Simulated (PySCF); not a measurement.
**Radial density of Li (lithium, neutral)**

UHF, [He] 2s1, 2S determinant. Computed with PySCF 2.14 in Sapporo-DZP-2012 (5s2p, 11 functions), with the spin-free X2C one-electron Hamiltonian (Gaussian nucleus).

```csv
r (bohr),4πr²ρ (e/bohr),4πr²(ρα − ρβ)
0.0108,0.01850,0.0003
0.0181,0.05096,0.0009
0.0305,0.1350,0.0023
0.0513,0.3354,0.0056
0.0862,0.7745,0.0126
0.145,1.551,0.0243
0.244,2.498,0.0358
0.410,2.796,0.0302
0.690,1.766,0.0022
1.16,0.4731,0.0181
1.95,0.1927,0.1653
3.28,0.2709,0.2708
5.53,0.1094,0.1094
9.29,0.006108,0.0061
```

Densities and radii are taken from the X2C orbitals without a picture-change correction, which distorts them close to the nucleus.
